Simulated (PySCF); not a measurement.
**Ionisation energy of Ga by level of theory**

Ga [Ar] 3d10 4s2 4p1 (2P) → Ga⁺ [Ar] 3d10 4s2 (1S), as a difference of total energies. All numbers are calculated (PySCF 2.14, the non-relativistic Hamiltonian (point nucleus), in pcseg-2 (6s5p3d1f, 43 functions)). Correlated levels: valence: [Ar] 3d10 frozen. The calculations carry no spin-orbit coupling.

| method | ionisation energy (eV) | difference from reference (eV) |
| --- | --- | --- |
| UHF | 5.582 | -0.349 |
| TPSS | 6.015 | +0.084 |
| BP86 | 6.137 | +0.206 |
| MP2 (valence) | 5.788 | -0.143 |
| SCS-MP2 (valence) | 5.771 | -0.160 |
| CCSD (valence) | 5.852 | -0.079 |
| CCSD(T) (valence) | 5.875 | -0.056 |

Reference: 5.931 eV (measured; NIST levels, between the centres of gravity of the two terms).

These non-relativistic numbers lack the scalar-relativistic shift.

Errors of the correlated levels include the incompleteness of this basis and the frozen core.
